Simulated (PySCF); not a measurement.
Run record: geometry optimisation, `C#CC/C=N/[SiH3]`.

Method: PBE0-D3(BJ)/def2-SVP geometry optimisation, gas phase (PySCF 2.14.0). Start geometry: GFN2-xTB. The input is one job of a driver script: a line of settings, then coordinates in Å.

Command:
```bash
OMP_NUM_THREADS=1 python probes_run.py task.json out
```

Input:
```
{"job": {"xc": "PBE0", "basis": "def2-SVP", "d3": "d3bj", "grid": 1, "shake": 0.01, "kind": "geom"}, "charge": 0, "multiplicity": 1}
C     -2.186290     1.798990     0.210100
C     -1.922100     0.663850     0.108810
C     -1.571270    -0.730610    -0.008040
C     -0.032310    -0.943990    -0.056360
N      0.754030    -0.016520    -0.048190
Si     2.460080     0.142470    -0.088330
H     -2.452010     2.836210     0.290070
H     -1.937350    -1.279980     0.849850
H     -1.996610    -1.151680    -0.886250
H      0.215050    -2.012180    -0.097590
H      2.762250     0.844520     1.161110
H      2.702020     0.932700    -1.282210
H      3.210320    -1.100670    -0.163310
```

Output:
```
step   0  E = -500.16237123  max force = 0.092121
step   1  E = -500.17400392  max force = 0.009232
step   2  E = -500.17440457  max force = 0.009801
step   3  E = -500.17470207  max force = 0.009632
step   4  E = -500.17514648  max force = 0.004040
step   5  E = -500.17528123  max force = 0.001961
step   6  E = -500.17533785  max force = 0.000373
step   7  E = -500.17534035  max force = 0.000149
optimisation converged
```

Energies in Eh; «max force» is the largest Cartesian gradient component in Eh/bohr.

How much energy does the optimisation release, in kJ/mol?

E(step 0) − E(last step) = 0.012969 Eh, which is 34.1 kJ/mol.

In short: final energy -500.17534 Eh after 7 steps; dipole 1.81 D.

Where do the atoms end?

0.233 Å rms from the input after alignment:
```
atom  x, y, z in Å
C1    -2.1942    1.5358    0.6898
C2    -1.7460    0.4165    0.5931
C3    -1.2257   -0.9349    0.4752
C4     0.2766   -1.0526    0.3928
N5     1.0635   -0.0683    0.4137
Si6    2.8087   -0.1650    0.3166
H7    -2.5836    2.5330    0.7762
H8    -1.5645   -1.5534    1.3274
H9    -1.6493   -1.4318   -0.4181
H10    0.6189   -2.1104    0.3094
H11    3.3814    0.4532    1.5464
H12    3.2547    0.6090   -0.8770
H13    3.2989   -1.5817    0.2007
```

On one thread, Arm Neoverse V1 (aarch64), no GPU (shared host), this took 45 s wall and 0.50 GiB of memory at its peak.
Labels such as C1 count atoms from 1, the log's own numbers from 0.
